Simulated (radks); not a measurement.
Species: the mercury ion Hg4+. Configuration: [Xe] 4f14 5d8 (the NIST ground configuration). Method: scalar-relativistic Kohn-Sham, exchange-only LDA, spin-polarised, spherical densities, point nucleus; open shells are filled with parallel spins first (spin-orbit coupling, left out, can overturn this in heavy ions); computed with a radial shooting solver on a logarithmic mesh with Libxc functionals.

Unscreened Slater integrals over Kohn-Sham orbitals (eV). They are taken over the spin-up orbitals.

| integral | value |
|---|---|
| F0(5d,5d) | 18.269 |
| F2(5d,5d) | 9.6159 |
| F4(5d,5d) | 6.4299 |
| F0(5d,5p) | 20.437 |
| F2(5d,5p) | 10.321 |
| G1(5d,5p) | 12.536 |
| G3(5d,5p) | 7.8023 |
| F0(5d,4f) | 23.444 |
| F2(5d,4f) | 5.6807 |
| F4(5d,4f) | 2.6722 |
| G1(5d,4f) | 1.7978 |
| G3(5d,4f) | 1.7393 |
| G5(5d,4f) | 1.4051 |
| F0(5p,5p) | 23.818 |
| F2(5p,5p) | 12.854 |
| F0(5p,4f) | 29.345 |
| F2(5p,4f) | 9.1257 |
| G2(5p,4f) | 3.3629 |
| G4(5p,4f) | 2.8835 |
| F0(4f,4f) | 51.522 |
| F2(4f,4f) | 25.697 |
| F4(4f,4f) | 16.387 |
| F6(4f,4f) | 11.868 |

Derived for the open shells (J is the average intra-shell exchange parameter used in DFT+U). 5d: Racah B = F2/49 - 5 F4/441 = 0.1233 eV, C = 35 F4/441 = 0.5103 eV, C/B = 4.14, F4/F2 = 0.669, J = (F2 + F4)/14 = 1.146 eV.
